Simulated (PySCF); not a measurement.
Level of theory: PBE-D3(BJ)/def2-TZVP // CAM-B3LYP-D3(BJ)/def2-SVP run with PySCF. Isolated molecules, 0 K electronic values unless said otherwise. One relaxed conformer stands for a flexible species; it need not be the lowest. 

Reference species (SMILES): `[Br][Sn]([Br])([Br])[Br]` (neutral, multiplicity 1).

| Quantity | Value |
|---|---|
| HOMO–LUMO gap | 3.23 eV |
| LUMO | -4.38 eV |
| S1 oscillator strength | 0.000 |
| HOMO | -7.61 eV |

Changed species: `C[O][Sn]([O]C)([O]C)[O]C` (4 of 4 Br replaced by OCH3; the reference has 0 of 4 Br replaced by OCH3).

What does the change do to the HOMO–LUMO gap, LUMO, S1 oscillator strength and HOMO?

the HOMO–LUMO gap increases by 0.54 eV, to 3.77 eV; the LUMO rises by 1.81 eV, to -2.57 eV; the S1 oscillator strength hardly moves; the HOMO goes up by 1.27 eV, to -6.34 eV.
